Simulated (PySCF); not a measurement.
CH$_{2}$O, charge +1, doublet, at a GFN2-xTB geometry (a state made from the parent by changing its charge; the spin is typed, not shown lowest); TPSS/cc-pVTZ in PySCF.

The PySCF input:
```python
from pyscf import gto, scf, dft

mol = gto.M(
    atom='''
C    -0.479571    0.093360    0.004539
O     0.648787   -0.126302   -0.006141
H    -1.329667   -0.662769   -0.029395
H    -0.983201    1.113026    0.051286
''',
    basis='cc-pvtz',
    charge=1,
    spin=1,
    verbose=4,
)

mf = dft.UKS(mol)
mf.xc = 'tpss'
mf.kernel()
```

Output, abridged:

```
PySCF version 2.14.0

[INPUT] verbose = 4
[INPUT] num. atoms = 4
[INPUT] num. electrons = 15
[INPUT] charge = 1
[INPUT] spin (= nelec alpha-beta = 2S) = 1
[INPUT] symmetry False subgroup None
[INPUT] Mole.unit = angstrom
[INPUT] Symbol           X                Y                Z      unit          X                Y                Z       unit  Magmom
[INPUT]  1 C     -0.479571000000   0.093360000000   0.004539000000 AA   -0.906257847284   0.176424830989   0.008577466879 Bohr   0.0
[INPUT]  2 O      0.648787000000  -0.126302000000  -0.006141000000 AA    1.226029743178  -0.238676188985  -0.011604808131 Bohr   0.0
[INPUT]  3 H     -1.329667000000  -0.662769000000  -0.029395000000 AA   -2.512706466872  -1.252451893852  -0.055548499432 Bohr   0.0
[INPUT]  4 H     -0.983201000000   1.113026000000   0.051286000000 AA   -1.857980615398   2.103314309520   0.096916494024 Bohr   0.0

nuclear repulsion = 32.0965627215414
number of shells = 30
number of NR pGTOs = 116
number of NR cGTOs = 88
basis = cc-pvtz
ecp = {}

******** <class 'pyscf.dft.uks.UKS'> ********
method = UKS
initial guess = minao
damping factor = 0
level_shift factor = 0
DIIS = <class 'pyscf.scf.diis.CDIIS'>
diis_start_cycle = 1
diis_space = 8
diis_damp = 0
SCF conv_tol = 1e-09
SCF conv_tol_grad = None
SCF max_cycles = 50
direct_scf = True
direct_scf_tol = 1e-13
number electrons alpha = 8  beta = 7
XC library pyscf.dft.libxc version 7.1.2
    S. Lehtola, C. Steigemann, M. J. T. Oliveira, and M. A. L. Marques,  SoftwareX 7, 1–5 (2018)
XC functionals = tpss
    J. Tao, J. P. Perdew, V. N. Staroverov, and G. E. Scuseria,  Phys. Rev. Lett. 91, 146401 (2003)
    J. P. Perdew, J. Tao, V. N. Staroverov, and G. E. Scuseria,  J. Chem. Phys. 120, 6898 (2004)
    J. Tao, J. P. Perdew, V. N. Staroverov, and G. E. Scuseria,  Phys. Rev. Lett. 91, 146401 (2003)
    J. P. Perdew, J. Tao, V. N. Staroverov, and G. E. Scuseria,  J. Chem. Phys. 120, 6898 (2004)
radial grids:
    Treutler-Ahlrichs [JCP 102, 346 (1995); DOI:10.1063/1.469408] (M4) radial grids

becke partition: Becke, JCP 88, 2547 (1988); DOI:10.1063/1.454033
pruning grids: <function nwchem_prune>
grids dens level: 3
symmetrized grids: False
atomic radii adjust function: <function treutler_atomic_radii_adjust>
small_rho_cutoff = 0
Set gradient conv threshold to 3.16228e-05
tot grids = 47816
init E= -114.72985807697

cycle= 1 E= -114.091953933471  delta_E= 0.638  |g|= 0.397  |ddm|=    1
cycle= 2 E= -113.563897012586  delta_E= 0.528  |g|= 1.19  |ddm|= 0.599
cycle= 3 E= -114.165668999103  delta_E= -0.602  |g|= 0.0398  |ddm|= 0.458
cycle= 4 E= -114.166331359917  delta_E= -0.000662  |g|= 0.023  |ddm|= 0.032
cycle= 5 E= -114.166546272214  delta_E= -0.000215  |g|= 0.00553  |ddm|= 0.0135
cycle= 6 E= -114.166566846326  delta_E= -2.06e-05  |g|= 0.00272  |ddm|= 0.00507
cycle= 7 E= -114.166571815281  delta_E= -4.97e-06  |g|= 0.000578  |ddm|= 0.00217
cycle= 8 E= -114.16657221039  delta_E= -3.95e-07  |g|= 0.000104  |ddm|= 0.000765
cycle= 9 E= -114.166572227604  delta_E= -1.72e-08  |g|= 1.67e-05  |ddm|= 0.000196
cycle= 10 E= -114.166572227776  delta_E= -1.72e-10  |g|= 4.38e-06  |ddm|= 1.43e-05
Extra cycle  E= -114.166572227738  delta_E= 3.8e-11  |g|= 1.07e-05  |ddm|= 5.91e-06
converged SCF energy = -114.166572227738  <S^2> = 0.75739667  2S+1 = 2.007383
```
